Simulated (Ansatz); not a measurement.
Mulliken charges of `FC(F)C#CC(F)(F)F` from PBE/def2-TZVPP in Ansatz (PBE0-D4/def2-TZVP geometry).

```tsv
atom	x (Å)	y (Å)	z (Å)	charge (e)
F1	2.798	-0.320	0.428	-0.137
C2	1.919	-0.565	-0.568	0.205
F3	1.960	-1.886	-0.847	-0.137
C4	0.570	-0.178	-0.156	0.011
C5	-0.535	0.168	0.145	-0.097
C6	-1.887	0.583	0.523	0.395
F7	-2.306	-0.072	1.605	-0.109
F8	-2.752	0.342	-0.463	-0.111
F9	-1.926	1.889	0.793	-0.111
H10	2.241	-0.013	-1.457	0.090
```

Problem. By hand: the dipole of these point charges (1 e Å = 4.8032 D).

Solution. Σ q r = (0.027, 0.157, -0.211) e Å, of length 0.264 e Å = 1.27 D.

Problem. How does the dipole of the full density compare? (An estimate is asked.)

Solution. The calculation gave: (0.137, 0.132, -0.252) e Å, 1.52 D; the point charges give 0.84 times that, at 22° from its direction.

Point charges leave out the atoms' own dipoles, such as those of lone pairs, and Mulliken's split depends on the basis, so the two needn't agree.
